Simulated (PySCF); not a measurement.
Exact simulation of a proton spin system

Molecule: SMILES CO[C@@H](F)C(F)(F)F, C₃H₄F₄O.

Geometry (Å), atoms numbered from 1 in this order:
```xyz
12

C    -1.6278   -0.6104   -0.7832
O    -0.2352   -0.5553   -0.5765
C     0.1577    0.2471    0.4388
F    -0.1459   -0.2906    1.6586
C     1.6749    0.4085    0.3587
F     2.0059    0.9965   -0.7885
F     2.0994    1.1780    1.3583
F     2.2963   -0.7594    0.4337
H    -1.8004   -1.2592   -1.6504
H    -2.0371    0.3936   -0.9977
H    -2.1464   -1.0319    0.0925
H    -0.3100    1.2522    0.3990
```

No solvent model, non-relativistic, one computed conformer, rapidly exchanging positions averaged. B3LYP/pcJ-1 coupling constants (spin–dipole term only in couplings to heteroatoms); shielding tensors at KT3/pcSseg-2 (GIAO); PBE0-D3(BJ)/def2-SVP geometry; PySCF 2.14.0 with density-fitted response routines.

Scale: TMS for ¹H (31.35 ppm) (reference shieldings calculated alike).

The 8-spin Hamiltonian (Zeeman plus full scalar coupling among like nuclei) was diagonalised exactly; lines are Lorentzian, 0.7 Hz wide, and the maxima above 3 % are listed with the tallest set to 100.

Peak list at 700 MHz for the spins F4/F6/F7/F8/H9/H10/H11/H12:
| Hz | ppm | height |
| --- | --- | --- |
| 3659.3 | 5.228 | 6 |
| 3655.8 | 5.223 | 18 |
| 3652.3 | 5.218 | 18 |
| 3648.8 | 5.213 | 6 |
| 3589.2 | 5.127 | 6 |
| 3585.7 | 5.122 | 18 |
| 3582.2 | 5.117 | 18 |
| 3578.7 | 5.112 | 6 |
| 2500.2 | 3.572 | 100 |
| 2497.8 | 3.568 | 100 |

Question: Extract the chemical shifts and coupling constants behind this pattern (give the signs of the calculation).

Answer: 
Shifts (ppm): F4 -180.0, F6/F7/F8 -114.2, H9/H10/H11 3.57, H12 5.17.
Couplings (Hz): F4–F6, F4–F7, F4–F8: -13.0; F4–H9, F4–H10, F4–H11: 2.5; F4–H12: 70.1; F6–F7, F6–F8, F7–F8: 62.6; F6–H9, F6–H10, F6–H11, F7–H9, F7–H10, F7–H11 …: 0.4; F6–H12, F7–H12, F8–H12: 3.5; H9–H10, H9–H11, H10–H11: -11.5; H9–H12, H10–H12, H11–H12: 0.1.
These are the parameters used. A line list fixes at most the relative signs, and those only where coupling is strong; other parameter sets or atom labellings may fit too, and couplings well below the line width leave little trace. Couplings within a CH3 group never show.
